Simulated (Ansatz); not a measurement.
The cluster Mg₅H₁₀. Charge 0, multiplicity 1. Geometry r2SCAN-D4/def2-SVP; atoms count from 1.

```
atom    x (Å)    y (Å)    z (Å)
 Mg1   0.2367  -0.9443  -1.2969
 Mg2   1.1696   0.7731   0.8785
 Mg3  -1.7388   0.8222   1.2271
 Mg4   1.4480  -2.2241   1.0972
 Mg5  -0.7721   1.6420  -2.0718
  H6  -0.7761  -0.2341  -2.5669
  H7   1.3425  -3.5427   2.1684
  H8  -3.0183   0.3369   2.2459
  H9   1.0020   0.8492  -0.9778
 H10   1.3365  -2.2710  -0.8089
 H11  -0.5123   2.9876  -3.0879
 H12   2.3012  -0.5369   1.3501
 H13  -0.0803   1.6782   1.7504
 H14  -0.2302  -0.7188   0.6134
 H15  -1.7084   1.3827  -0.5207
```

Another isomer (singlet) lies 0.18 eV lower at PBE0-D4/def2-TZVP; other spin states weren't run for this one.

(1) Estimate the Mulliken populations from the PBE0/def2-TZVP orbitals of Ansatz.

Answers

(1) 
```
atom  charge (e)
 Mg1        0.66
 Mg2        0.59
 Mg3        0.58
 Mg4        0.48
 Mg5        0.51
  H6       -0.23
  H7       -0.20
  H8       -0.21
  H9       -0.35
 H10       -0.25
 H11       -0.20
 H12       -0.28
 H13       -0.28
 H14       -0.50
 H15       -0.32
```
Mulliken values and Mayer orders depend strongly on the basis.
